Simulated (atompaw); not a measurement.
What one change does to a pseudopotential (Hf (Z = 72), PAW (atompaw))

* Element: Hf (Z = 72)
* Generator: atompaw 4.2.0.5
* Type: PAW
* Functional: LDA (PW92)
* Relativity: scalar-relativistic
* Frozen core: [Xe] 4f14
* Valence charge: 4
* Reference configuration: 5d2 6s2 6p0
* Partial waves: 6s (bound): rc 2.95 bohr; 6s channel at 1.55 Ry: rc 2.65 bohr; 6p (bound, empty): rc 2.95 bohr; 6p channel at 1.35 Ry: rc 2.95 bohr; 5d (bound): rc 2.95 bohr; 5d channel at 2.5 Ry: rc 2.95 bohr
* Local potential: troulliermartins scheme with l = 3 at 1 Ry, radius 2.35 bohr
* Core correction: smooth core density matched at 2.00 bohr
* Augmentation charge: sinc compensation charge, radius 2.45 bohr; PAW radius 2.95 bohr; waves and projectors: custom polynom2 7 10 vanderbiltortho

All-electron outer shells of the reference configuration (LDA (PW92), scalar-relativistic, ld1.x):

```csv
shell,level (eV),outermost node (bohr),outermost maximum (bohr)
5p,-35.71,0.60,1.16
4f,-17.03,–,0.45
6s,-5.26,1.37,2.89
5d,-2.87,0.67,1.71
6p,-1.47,1.66,4.05
```

Change: wave 6p channel at 1.35 Ry: rc 2.95 bohr becomes 6p channel at 1.35 Ry: rc 2.50 bohr.

Cutoffs: the cutoffs (Ry, on a coarse ladder) from which the occupation-weighted sum of valence levels, in a spherical-Bessel basis at the reference potential, stays within 10 and 1 mRy of its value at 400 Ry; they do not see the model core or the augmentation charge, which bear on the density cutoff.

Q: What does the change do?

A: The potential gets neither clearly harder nor softer (12 Ry and 35 Ry → 12 Ry and 35 Ry); the bound ghosts move from p, s to s; the range in which the p phases agree narrows (upper end 3.7 → 0.0).

| quantity | base | changed |
| --- | --- | --- |
| cutoff, loose | 12 Ry | 12 Ry |
| cutoff, tight | 35 Ry | 35 Ry |
| bound ghosts | s, p | s |
| s: phases at 2.96 bohr within 0.05 rad from the reference energy up to (Ry; the scan ends near 5) | 3.8 | 3.8 |
| p: phases at 2.96 bohr within 0.05 rad from the reference energy up to (Ry; the scan ends near 5) | 3.7 | 0.0 |
| d: phases at 2.96 bohr within 0.05 rad from the reference energy up to (Ry; the scan ends near 5) | to the end of the scan | to the end of the scan |
| lowest overlap eigenvalue by channel | s 0.49, p 0.96, d 0.89 | s 0.49, p 1.00, d 0.89 |

 A true bound ghost makes a file unfit for plane-wave use even where its test errors are small: the radial tests pick states by their node count and pass the ghost by. The cutoffs see the waves, projectors and local potential, not the compensation charge or the core.
